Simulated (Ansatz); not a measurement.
`[NH2][Sc]([OH])[Cl]` + HCl → `[NH2][Sc]([Cl])[Cl]` + H₂O  (ligand exchange at the Sc–O bond)

Program: Ansatz. Geometries: PBE0-D4/def2-TZVP. ΔE: electronic, gas phase. CCSD(T)/CBS is the MP2 limit (def2-TZVPP, def2-QZVPP) plus CCSD(T) − MP2 in def2-TZVPP, frozen cores. This one scheme is used for every species. DFT in def2-TZVPP. For Sc outer-core shells are correlated without core-valence functions, which leaves a few kJ/mol of doubt a bond. Scalar relativity is left out up to krypton. One conformer a species, not always the lowest.

Problem. Is it downhill or uphill in electronic energy at CCSD(T)/CBS, and by how much? (Best estimate.)

Solution. The calculation gave: Downhill: ΔE = -0.45 eV.

Problem. What do these levels give: B97M-V, PBE0-D4, ωB97X-V, ωB97M-V, PBE0, BHLYP, HF/def2-SVP, CCSD/def2-TZVPP, CCSD(T)/def2-TZVPP, HF/def2-QZVPP, MP2/def2-QZVPP, MP2/CBS(def2)? (Estimate.)

Solution. Computed: B97M-V -0.48, PBE0-D4 -0.49, ωB97X-V -0.42, ωB97M-V -0.43, PBE0 -0.48, BHLYP -0.46, HF/def2-SVP -0.50, CCSD/def2-TZVPP -0.42, CCSD(T)/def2-TZVPP -0.42, HF/def2-QZVPP -0.55, MP2/def2-QZVPP -0.45, MP2/CBS(def2) -0.46 eV.

Largest T1 diagnostic among the species: 0.015.

From BLYP to BHLYP (50 % exact exchange), in def2-TZVPP and without D4, ΔE moves by −0.08 eV. Leaving LDA and LC-ωPBE aside and taking each functional with its dispersion term where it has one, the values, not all of them listed here, spread over 0.12 eV, from r2SCAN0-D4 to CAM-B3LYP-D4. LDA lies +0.06 eV from PBE without D4.
